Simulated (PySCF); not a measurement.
C4H9NSi, SMILES C#CCC[SiH2]N.

Geometry optimised at B3LYP-D3(BJ)/def2-SVP. The structure was generated by enumeration, and PubChem lists no compound with its InChIKey, so it may never have been made. The values are those of a single conformer.

These are SMD-B3LYP/6-31G* (PySCF) values and carry that method's errors.

Solvation free energies are E(SMD) − E(gas) at the gas-phase geometry, for 1 M in both phases. In vacuum the dipole moment is 1.64 D.

| solvent | ΔG(solv) (kcal/mol) | its non-electrostatic (CDS) part | dipole (D) |
|---|---|---|---|
| water | -2.1 | 5.8 | 2.01 |
| 2-propanol | -6.1 | 1.3 | 1.99 |
| N,N-dimethylformamide | -5.7 | 2.0 | 2.00 |
